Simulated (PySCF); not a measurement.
**XPS shifts beside NMR shieldings**

Species: C5H5FO.
Bonds: C1–C2 (double), C2–C3, C3–C4 (double), C3–C5, C5–O6 (double), C5–F7. Hydrogens: H8, H9 on C1; H10 on C2; H11, H12 on C4.

Binding energies: delta-SCF UKS SCAN, pcX-2 on the ionised atom, pcseg-1 elsewhere, spin-free X2C in PySCF. Shieldings: GIAO PBE0/pcSseg-1, non-relativistic, same geometry.

| atom | isotropic shielding (ppm) |
| --- | --- |
| C1 | 55.3 |
| C2 | 47.7 |
| C3 | 48.6 |
| C4 | 41.2 |

What are the C 1s binding energies of these atoms?

```tsv
atom	environment	C 1s (eV)	isotropic shielding (ppm)
C1	terminal =CH2 carbon	290.29	55.3
C4	terminal =CH2 carbon	290.80	41.2
C2	alkene CH carbon	291.14	47.7
C3	fully substituted alkene carbon	291.88	48.6
```

Among the listed atoms, is the one with the highest binding energy also the least shielded?

No. The highest binding energy is at C3 (291.88 eV, shielding 48.6 ppm), the lowest shielding at C4 (41.2 ppm, 290.80 eV).

By binding energy: C1 < C4 < C2 < C3. By shielding: C4 < C2 < C3 < C1.

The unrestricted hole states depart most from a pure doublet (⟨S²⟩ = 0.75; over 0.85 named) for C 1s of C3 (0.89), which makes this value less certain. One conformer (not necessarily the lowest) at the GFN2-xTB geometry, without solvent, vibrations or thermal averaging. GFN2-xTB frequencies show an imaginary mode (21i cm⁻¹), so this geometry is no minimum at that level.

Conformer computed: `[CH2:1]=[CH:2][C:3](=[CH2:4])[C:5](=[O:6])[F:7]`: C1–C2–C3–C4 180°, C2–C3–C5–O6 0°.
